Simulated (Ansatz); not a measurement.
**One arrangement of a pair**

The pair of NH3 (SMILES N, atoms 1–4) and HBr (SMILES Br, atoms 5–6), both closed shells, in one local arrangement (a lower one may exist), relaxed at PBE0-D4/def2-TZVP:

N1  (0.013, 0.040, -0.588)
H2  (-0.501, -0.728, -1.002)
H3  (-0.407, 0.912, -0.887)
H4  (0.970, 0.008, -0.919)
Br5  (-0.055, -0.170, 2.472)
H6  (-0.020, -0.063, 0.925)
(Å)

Ansatz 0.2.0; basis: def2-TZVPPD, with def2-QZVPPD for the basis limit; cores frozen in the correlated methods. Filled d shells of the heavier atoms are correlated. The def2 sets are not built for correlating such inner shells, so the correlated values are less sure here. B3LYP uses VWN-RPA correlation. Extrapolation: Hartree–Fock as exp(−7.88 √X), correlation as X^−2.97. Interaction energies count from these two fragments, frozen as in the pair, with the counterpoise correction; negative means bound.

Question: What is the interaction energy by CCSD(T) at an estimated basis limit (MP2 extrapolated from triple and quadruple zeta, plus CCSD(T) − MP2 in triple zeta)? (An estimate is asked for; the value comes from the calculation.)

Answer: By the calculation: -48.7 kJ/mol. Hartree–Fock alone gives -26.8 kJ/mol at the basis limit. It counts from the two fragments frozen as in the pair.

The same quantity by other methods in triple zeta, and each one's difference from that estimate:
| method | E_int (kJ/mol) | difference |
| --- | --- | --- |
| PBE-D4 | -61.9 | -13.2 |
| revPBE-D4 | -56.4 | -7.8 |
| BLYP-D4 | -51.3 | -2.6 |
| r2SCAN-D4 | -62.8 | -14.1 |
| B97M-V | -50.3 | -1.6 |
| PBE0-D4 | -61.1 | -12.4 |
| B3LYP-D4 | -52.8 | -4.1 |
| HSE06-D4 | -61.5 | -12.8 |
| wB97X-V | -49.9 | -1.2 |
| wB97M-V | -48.0 | 0.7 |
| B2PLYP | -47.5 | 1.1 |
| HF | -27.3 | 21.4 |
| MP2 | -50.0 | -1.3 |
| CCSD | -36.7 | 12.0 |
| CCSD(T) | -40.1 | 8.6 |
Differences are method less estimate.

Question: Which atoms make the shortest contact between the fragments?

Answer: N1 and H6, 1.52 Å apart.

Energy to bend the free fragments (PBE0-D4 minima) into their shapes in the pair, CCSD(T)/def2-TZVPPD: NH3 0.7 kJ/mol; HBr 18.6 kJ/mol. This must be added to the interaction energy to get the binding energy from relaxed fragments.

Basis-set superposition shift (counterpoise-corrected less uncorrected): CCSD(T) 5.8; MP2 6.0; HF 0.9; PBE0-D4 1.0; wB97M-V 1.1 kJ/mol.

No T1 diagnostic of these runs exceeds 0.009.

For scale, one of the runs: CCSD(T)/def2-TZVPPD, 162 basis functions, launched by `ansatz run in.yaml --threads 2 --pin off --events-out ev --progress --plain --max-ram 5222MiB`. Hardware: 2 CPU threads of an Intel Xeon Platinum 8488C, shared host. Wall time 23 s; peak host memory 1.2 GiB.
